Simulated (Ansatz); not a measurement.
One change: `[CH3][GeH2][F]` becomes `[F][GeH2][AlH2]`.

Ansatz, PBE0-D4/def2-TZVP geometries, multiplicity 1. 

Scalar relativity is left out up to krypton.

```json
{"property": "LUMO energy (ωB97M-V/def2-TZVPP) / eV", "`[CH3][GeH2][F]`": "2.22"}
{"property": "LUMO energy (PBE/def2-TZVPP) / eV", "`[CH3][GeH2][F]`": "-0.50"}
{"property": "HOMO–LUMO gap (B3LYP/def2-TZVPP) / eV", "`[CH3][GeH2][F]`": "8.98"}
{"property": "size of the dipole moment (ωB97M-V/def2-TZVPP) / D", "`[CH3][GeH2][F]`": "2.45"}
{"property": "zero-point energy (PBE0-D4/def2-TZVP) / kJ/mol", "`[CH3][GeH2][F]`": "143.2"}
{"property": "size of the dipole moment (B3LYP/def2-TZVPP) / D", "`[CH3][GeH2][F]`": "2.46"}
```

Give the same properties after the change, and the shifts. (Best estimate.)

Computed: 
| property | `[F][GeH2][AlH2]` | shift |
| --- | --- | --- |
| LUMO energy (ωB97M-V/def2-TZVPP) / eV | -0.72 | -2.94 |
| LUMO energy (PBE/def2-TZVPP) / eV | -3.11 | -2.61 |
| HOMO–LUMO gap (B3LYP/def2-TZVPP) / eV | 5.04 | -3.94 |
| size of the dipole moment (ωB97M-V/def2-TZVPP) / D | 2.43 | -0.02 |
| zero-point energy (PBE0-D4/def2-TZVP) / kJ/mol | 81.5 | -61.7 |
| size of the dipole moment (B3LYP/def2-TZVPP) / D | 2.40 | -0.06 |

With PBE0 the HOMO rises by 1.28 eV and the LUMO falls by 2.77 eV, so the gap narrows by about 4.05 eV. PBE moves the HOMO by 1.02 eV and ωB97M-V by 1.50 eV. The zero-point energy changes by -61.7 kJ/mol with -3 modes. Dipoles are sizes alone; their direction can turn.

B3LYP here is the variant with VWN-RPA as its local correlation; programs differ in this.
